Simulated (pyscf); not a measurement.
PySCF, gas phase, ωB97X-D3(BJ)/def2-SVP geometries.

Question: Estimate the classical barrier height and the reaction energy of `[SiH3][SiH2][SiH3]` + `[Cl][SiH2][Cl]` → `[SiH3][SiH]([SiH3])[Cl]` + `[SiH3][Cl]` at ωB97M-D3(BJ)/def2-TZVP. The step runs on the singlet surface, breaks H–Si, Cl–Si and forms Cl–Si, H–Si; take the separated reactants as zero.

Answer: ΔE‡ = 1.79 eV, ΔE = +0.11 eV. Zero-point energy shifts the barrier by +0.02 eV. It is a four-centre exchange, with an imaginary mode of 246i cm⁻¹. One saddle was located; it need not be the lowest between these sides.
